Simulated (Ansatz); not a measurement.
Molecule: C₃H₉BN (charge 0, doublet). It need not be the lowest isomer of its formula. SMILES: B(C)([CH2])NC
Geometry from a B3LYP-D3(BJ)/def2-TZVP (Ansatz, a first-principles code) optimisation:
```xyz
14

C      1.2883     0.7696     0.7908
B      0.4573    -0.2645     0.0148
C      1.1131    -1.6300    -0.4515
N     -0.8966    -0.0275    -0.2992
C     -1.7249     1.1222     0.0055
H      2.3304     0.5894     1.0336
H      0.9227     1.7266     1.1475
H      0.4279    -2.2869    -0.9945
H      1.4961    -2.1926     0.4059
H      1.9758    -1.4479    -1.1002
H     -1.3870    -0.7460    -0.8106
H     -1.1481     1.8618     0.5549
H     -2.5861     0.8429     0.6196
H     -2.1003     1.5971    -0.9058
```
Charge 0, spin multiplicity 2.

Quantity: atomisation energy (electronic, to ground-state atoms), in kJ/mol. Valence correlation only, unless marked. UHF or UKS for open shells. Spin-orbit coupling is left out. No relativistic terms. The coupled-cluster limit lacks core correlation, which all-electron functionals hold. Basis-set limits of correlation are two-point, X^-3; Hartree-Fock from the larger set.

| level | program | atomisation energy (kJ/mol) |
|---|---|---|
| HF/STO-3G | Ansatz | 5066.1 |
| B3LYP-D4/def2-TZVPD | Ansatz + dftd4 | 5445.5 |
| PBE0/def2-SVP | Ansatz | 5490.7 |
| PBE0-D4/def2-TZVPD | Ansatz + dftd4 | 5460.0 |

What does CCSD(T)/CBS(cc-pVTZ,cc-pVQZ) (Ansatz) give?

5397.7 kJ/mol
